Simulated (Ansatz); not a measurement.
Cartesian coordinates in Å:
```
N 1.452 -0.754 1.307
Si 0.517 -0.716 -0.099
N 0.246 0.759 -0.882
C -1.020 0.251 -0.442
O -1.754 0.977 0.456
F -1.847 -0.089 -1.506
H 1.885 -1.601 1.633
H 1.415 -0.032 2.006
H 0.786 -1.965 -0.842
H 0.405 1.399 -1.645
H -2.085 1.771 0.015
```

Charge 0, multiplicity 1.

List the PBE/def2-TZVPP orbital energies in eV (Ansatz 0.2.0). (An estimate is asked.)

Ansatz gave: Occupied: -1780.03, -659.34, -510.46, -380.42, -380.21, -272.25, -137.69, -94.45, -94.42, -94.41, -29.69, -25.91, -22.32, -21.39, -15.79, -14.07, -13.22, -12.74, -12.36, -11.17, -10.02, -9.38, -9.06, -8.18, -7.51, -7.06, -6.16, -5.79. Lowest empty: -0.23, -0.08, 0.74, 0.98, 1.23, 1.73, 1.89, 2.25.
